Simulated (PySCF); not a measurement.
Löwdin shares of the frontier orbitals

C4H8F2O2.
Atom-mapped SMILES: `[CH3:1][O:2][CH2:3][C@H:4]([F:5])[O:6][CH2:7][F:8]` (hydrogens: H9, H10, H11 on C1; H12, H13 on C3; H14 on C4; H15, H16 on C7)

Cartesian coordinates in Å at the PBE0-D3(BJ)/def2-SVP level; atoms count from 1:
```xyz
16
C4H8F2O2 angstrom
C     -2.6626    0.3572    0.3649
O     -1.8539   -0.7663    0.1467
C     -0.6571   -0.5275   -0.5176
C      0.4594   -0.0901    0.4044
F      0.1801    1.1438    0.9505
O      1.6174   -0.0030   -0.3439
C      2.7849    0.0423    0.3872
F      3.0858   -1.1896    0.8889
H     -3.6159   -0.0036    0.7753
H     -2.8704    0.8941   -0.5811
H     -2.2152    1.0725    1.0750
H     -0.3354   -1.4694   -0.9883
H     -0.7586    0.2339   -1.3165
H      0.5738   -0.7903    1.2508
H      3.5830    0.3525   -0.3031
H      2.6991    0.7445    1.2350
```

Level of theory: PySCF, TDDFT CAM-B3LYP/def2-SVPD, vertical, gas phase, core orbitals frozen in the response.

Kohn–Sham orbitals with the atoms that hold most of them (Löwdin shares over 4%, at most four atoms; ? is withheld):

```tsv
orbital	ε (eV)	atoms
LUMO+2	1.99	O6 25%, H14 11%, H15 10%, O2 9%
LUMO+1	1.66	C1 20%, C7 12%, H10 9%, O2 8%
LUMO	1.32	?
HOMO	?	O2 55%, C1 12%, C3 8%, C4 6%
HOMO-1	-10.75	?
HOMO-2	-11.07	O6 33%, C7 15%, F8 14%, H16 10%
HOMO-3	-11.20	O6 52%, C4 11%, F5 8%, H14 8%
```

Which atoms hold the LUMO, and with what shares?

C7 (bonded to F, O and 2 H) 20%; C1 (bonded to O and 3 H) 10%; C4 (bonded to C, F, O and H) 9%; F5 (bonded to C) 7%. By element: carbon 39% or more, fluorine 7% or more.

Which atoms hold the HOMO-1, and with what shares?

O2 (bonded to 2 C) 49%; C1 (bonded to O and 3 H) 13%; C3 (bonded to C, O and 2 H) 12%; H13 (bonded to C) 5%. By element: oxygen 49% or more, carbon 25% or more, hydrogen 5% or more.

What is the HOMO energy, and the HOMO–LUMO gap?

ε(HOMO) = -9.25 eV; the gap is 10.56 eV (0.3882 hartree).

How does S1 compare with the orbital gap of 10.56 eV?

S1 is at 7.55 eV (f = 0.0084), 3.01 eV below the gap, made of HOMO→LUMO (47%), HOMO→LUMO+1 (38%). Without the coupling terms of the response equations the lowest excitation would equal the gap.

Next come S2 at 8.29 eV (f 0.061), HOMO→LUMO+2 (32%), HOMO→LUMO+1 (28%), HOMO→LUMO+3 (18%); S3 at 8.34 eV (f 0.0088), HOMO→LUMO+3 (35%), HOMO→LUMO+4 (26%), HOMO→LUMO (18%); S4 at 8.62 eV (f 0.023), HOMO→LUMO+2 (32%), HOMO→LUMO+3 (16%), HOMO→LUMO (15%); S5 at 8.91 eV (f 0.0029), HOMO→LUMO+4 (24%), HOMO→LUMO+3 (18%), HOMO→LUMO+8 (16%).

Löwdin shares depend on the basis, the more so with diffuse functions.

Hardware: one thread of an Arm Neoverse V1, shared host. Cost: 1.8 min wall, 1.2 GiB resident at most.

One conformer stands for the species.

Without π bonds the low states are Rydberg-like; a valence basis with one diffuse set may place them up to an eV too high.
